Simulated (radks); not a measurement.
Question: Radial electron density D(r) = 4 pi r^2 rho(r) of an atom or ion with 47 electrons. Method: Dirac Kohn-Sham, relativistic LDA (MacDonald-Vosko exchange, VWN5 correlation), spin-unpolarised, spherical densities, finite nucleus; Fermi nuclear charge, rms radius of each element as measured or else 0.836 A^(1/3) + 0.57 fm; computed with a radial shooting solver on a logarithmic mesh with Libxc functionals.

r (bohr),D(r) (e/bohr)
0.000973,4.493
0.001247,6.699
0.001598,9.884
0.002048,14.39
0.002624,20.61
0.003362,28.88
0.004343,39.77
0.005566,52.33
0.007132,65.89
0.00914,78.52
0.01171,87.55
0.01501,90.50
0.01923,87.13
0.02465,81.40
0.03158,81.02
0.04047,91.79
0.05186,109.1
0.06646,117.4
0.08585,106.2
0.11,91.30
0.141,94.96
0.1807,104.3
0.2315,85.21
0.2967,50.43
0.3802,41.71
0.4872,48.01
0.6243,35.51
0.8,13.83
1.025,2.639
1.314,0.2219
1.684,0.007196

What is the nuclear charge?

Answer: Z = 66. The innermost maximum, from 1s, lies near gamma/Z bohr with gamma = sqrt(1 - (Z/c)^2) = 0.876, here 0.0133 bohr (found: 0.0148), and its height grows with Z. The density is that of the dysprosium ion Dy19+ in [Kr] 4d10 4f1; the configuration itself is not fixed sharply by these data, and Z only to a few units. D(r) has 4 maxima, at r = 0.0148, 0.0654, 0.179, 0.483 bohr, and minima at 0.0285, 0.119, 0.357 bohr, inside which lie 2.02, 11.23, 29.14 electrons.
